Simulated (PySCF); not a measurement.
# Potential energy of InO⁺ along the bond

Set-up: basis In def2-SVP with ECP28, O def2-SVP; scalar-relativistic core potentials; PySCF 2.14. Energies in eV from In⁺ + O in their ground configurations at the same level. State: ³Σ⁻ (triplet), unpaired electrons π ↑↑.

All columns are PBE0. A positive dipole points towards O; it is taken about the centre of mass and depends on that origin.

```tsv
R (Å)	E (eV)	μ (D)	Mulliken charge on In (basis-dependent)	HOMO (eV)	LUMO (eV)	Mayer bond order	⟨S²⟩
2.515	-0.190	0.44	0.87	-14.33	-10.67	0.23	2.01
2.632	-0.268	0.16	0.89	-14.39	-10.27	0.21	2.01
2.749	-0.306	-0.09	0.90	-14.40	-9.91	0.19	2.01
2.837	-0.318	-0.27	0.91	-14.39	-9.66	0.17	2.01
2.925	-0.319	-0.44	0.91	-14.34	-9.44	0.16	2.00
3.013	-0.313	-0.60	0.92	-14.27	-9.22	0.15	2.00
3.130	-0.298	-0.80	0.93	-14.13	-8.96	0.13	2.00
3.276	-0.273	-1.03	0.94	-13.92	-8.67	0.12	2.00
3.451	-0.239	-1.28	0.95	-13.65	-8.36	0.10	2.00
3.686	-0.196	-1.58	0.96	-13.30	-8.00	0.08	2.00
```

A fit through these points gives, at Re = 2.893 Å, μ = -0.38 D and dμ/dR = -1.91 D/Å; the reduced mass is 14.04 u.

Q: How strong is the fundamental in the double-harmonic approximation, I = 42.26·(dμ/dR)²/μred km/mol?

A: I = 42.26·(-1.91)²/14.04 = 11.0 km/mol at PBE0.

The bond is weak. Basis-set superposition, not corrected here, can be much of De in a small basis, most of all at correlated wavefunction levels. These are scalar-relativistic numbers at best; spin–orbit coupling would shift them, the dissociation energy most. For an ion De counts to the pair picked by the measured ionisation energies or electron affinities, which need not be the lowest pair at this level. The state is the lowest determinant that a PBE0 search found; another state may lie lower at other levels.
